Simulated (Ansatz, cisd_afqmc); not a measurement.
System: O, charge 0, triplet.

Total energies in aug-cc-pVQZ, 6 correlated electrons, 1 frozen orbitals. Open shells are spin-unrestricted; no spin-orbit coupling. Correlated methods leave the cores frozen. No relativity. AFQMC is phaseless with a CISD trial state; ± is one standard error, without the phaseless bias. Outlying blocks are dropped, and bars are widened where a walk drifts. Over all cases where full CI ran beside it in this data, AFQMC minus full CI had a median of +0.1 mEh and passed +0.4 mEh in a tenth of the cases.

```tsv
method	program	energy (Eh)	minus CCSDT(Q) (mEh)
HF	Ansatz	-74.81763	178.05
MP2	Ansatz	-74.97671	18.96
CCSD	Ansatz	-74.99140	4.27
CCSD(T)	Ansatz	-74.99527	0.41
CCSDT(Q)	Ansatz	-74.99567	0.00
AFQMC/CISD	cisd_afqmc	-74.9954 ± 0.0002	0.3 ± 0.2
```

Ansatz is a program for electronic structure.
